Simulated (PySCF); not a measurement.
# How many f electrons in TmCl?

Unrestricted PBE0; Tm x2c-SVPall, Cl x2c-SVPall; spin-free X2C with a Gaussian nucleus (PySCF 2.14). The search starts from ions with several 4f fillings and holds each by maximum overlap.

The lowest solution of each spin and filling, followed along the bond (rough minima from three points):

```csv
2Ms+1,4f population,⟨S²⟩ at the start,R at minimum (Å),Te (eV)
3,12.91,2.00,2.48,0.00
1,12.98,1.00,2.49,0.05
1,12.03,1.00,2.40,2.12
```

Solutions at the starting distance of 2.445 Å, counted from the lowest; the search is not exhaustive:

```
2Ms+1  4f population  E (eV)  ⟨S²⟩  ⟨Lz²⟩  μ (D)
    3          12.91    0.00  2.00    4.0  -4.33
    3          12.97    0.02  2.00    3.6  -4.43
    1          12.98    0.05  1.00    4.0  -4.46
    3          12.78    0.25  2.00    9.0  -4.18
    1          12.92    0.34  1.00    9.0  -4.43
    3          12.03    1.08  2.00    9.0  -2.76
    3          12.02    1.29  2.00   10.0  -2.76
    1          12.03    2.12  1.00    9.2  -2.73
    5          12.02    2.17  6.00   13.0  -4.37
    1          12.01    2.27  1.00    8.0  -2.78
    5          12.01    2.34  6.00   13.9  -4.31
```

Partly filled real f orbitals mix terms, so no term symbols are given. A positive dipole means Tm(−)Cl(+).

Spin–orbit coupling is left out. Counting both spins, an empty level lies below a filled one in some of these solutions, because spin and occupation are held. The state is the lowest single determinant that the PBE0 search found; with open d or f shells the true ground state can be another one.
